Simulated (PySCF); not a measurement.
## Cl⁺: ionisation energy

Cl⁺ [Ne] 3s2 3p4 (3P) → Cl²⁺ [Ne] 3s2 3p3 (4S), as a difference of total energies. Computed with PySCF 2.14 in x2c-TZVPall (5s5p2d1f, 37 functions), with scalar relativity by spin-free X2C-1e. Correlated levels: valence: [Ne] frozen. The calculations carry no spin-orbit coupling.

| method | ionisation energy (eV) |
| --- | --- |
| UHF | 22.572 |
| M06-2X | 23.811 |
| TPSS | 23.897 |
| MP2 (valence) | 23.327 |
| SCS-MP2 (valence) | 23.405 |
| CCSD (valence) | 23.436 |
| CCSD(T) (valence) | 23.465 |

Errors of the correlated levels include the incompleteness of this basis and the frozen core.

Q: Which method comes closest to the reference value, and which is furthest?

A: The reference is 23.771 eV (measured; NIST levels, between the centres of gravity of the two terms). Closest: M06-2X (error 0.040 eV); furthest: UHF (error -1.199 eV).
